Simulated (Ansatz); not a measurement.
Cost and result for the atomization energy of F2H4OSi2 (`O[SiH2][SiH](F)F`) (9 atoms, 8 bonds).

```tsv
atom	x (Å)	y (Å)	z (Å)
O1	1.836	0.933	-0.018
Si2	0.387	0.659	-0.753
Si3	-0.893	-0.916	0.444
F4	-0.877	-0.481	1.982
F5	-0.230	-2.363	0.375
H6	1.832	1.175	0.909
H7	0.691	0.160	-2.115
H8	-0.434	1.899	-0.865
H9	-2.313	-1.066	0.041
```

Charge 0, multiplicity 1. The structure was optimised at the PBE0-D4/def2-TZVP level. It is one conformer, not always the lowest. Program: Ansatz. All runs use 4 threads of an Intel Xeon 6975P-C on a shared host. Times are those of one run each, without the atoms' runs, and a repeat can differ threefold. Electronic energies, without spin–orbit coupling; frozen cores. CCSD(T)/CBS adds CCSD(T) − MP2 in def2-TZVPP to the MP2 limit, and its time is that of the two runs behind it. T1 = 0.012. B3LYP takes the VWN-RPA correlation (the form of Gaussian; ORCA's B3LYP/G).

CCSD(T)/CBS is a level of theory with its own doubt, some kJ/mol a heavy atom from the limit and from the frozen cores, so smaller differences don't rank the functionals.

```tsv
level	functions	wall time
PBE-D4/def2-TZVPP (with forces)	233	1.1 s
PBE0-D4/def2-TZVPP	233	1.4 s
r2SCAN-D4/def2-TZVPP (with forces)	233	1.8 s
B3LYP-D4/def2-TZVPP (with forces)	233	2.2 s
B2PLYP/def2-TZVPP	233	2.5 s
ωB97X-V/def2-TZVPP	233	3 s
ωB97M-V/def2-TZVPP (with forces)	233	4.2 s
MP2/def2-QZVPP	431	8.5 s
CCSD(T)/def2-TZVPP	233	27 s
CCSD(T)/CBS(def2)	–	36 s
```

Problem. What atomization energy does each give, and how far from CCSD(T)/CBS? (Best estimate.)

Solution. The calculation gave: 
```csv
level,atomization (kcal/mol),difference from CCSD(T)/CBS,per bond
PBE-D4/def2-TZVPP (with forces),787.8,-3.8,-0.5
PBE0-D4/def2-TZVPP,772.4,-19.2,-2.4
r2SCAN-D4/def2-TZVPP (with forces),785.9,-5.7,-0.7
B3LYP-D4/def2-TZVPP (with forces),780.9,-10.7,-1.3
B2PLYP/def2-TZVPP,776.5,-15.1,-1.9
ωB97X-V/def2-TZVPP,790.0,-1.6,-0.2
ωB97M-V/def2-TZVPP (with forces),786.2,-5.4,-0.7
MP2/def2-QZVPP,801.2,9.6,1.2
CCSD(T)/def2-TZVPP,766.3,-25.3,-3.2
CCSD(T)/CBS(def2),791.6,0.0,0.0
```

From PBE to PBE0 (25 % exact exchange), in def2-TZVPP and without D4, the atomization energy moves by −14.7 kcal/mol: exact exchange takes away binding that semilocal exchange gives to molecules. In def2-TZVPP, CCSD(T) changes the Hartree–Fock value by +185.9 kcal/mol (the triples alone add +10.2 kcal/mol) and MP2 by +205.2 kcal/mol; breaking electron pairs costs correlation energy, which Hartree–Fock lacks. The D4 term adds +7.0 kcal/mol with B3LYP and +3.7 kcal/mol with PBE0; it sums over pairs of atoms, weighted by their polarisabilities, and B3LYP, whose exchange is more repulsive, gets the larger term.
